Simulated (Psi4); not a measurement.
Psi4 input (wB97X-D/6-31G*):

```
memory 1500 MB

molecule {
-1 1
F     1.72715667   -0.68083241    0.03696662
S     0.19289089    0.32406552    0.04439435
F    -1.42173473    1.19395524    0.03332705
F    -0.64833907   -1.08923931   -0.14921696
symmetry c1
no_reorient
no_com
}

set {
  basis 6-31G*
  reference rks
  scf_type pk
  dft_radial_points 99
  dft_spherical_points 590
  e_convergence 1e-8
  d_convergence 1e-7
  maxiter 150
}

e = energy('wb97x-d')
print_out(f'\nFINAL {e:.10f} DIPOLE {variable("CURRENT DIPOLE")[0]:.6f} {variable("CURRENT DIPOLE")[1]:.6f} {variable("CURRENT DIPOLE")[2]:.6f}\n')
```

What final total energy does it give?

-697.58522 Eh.
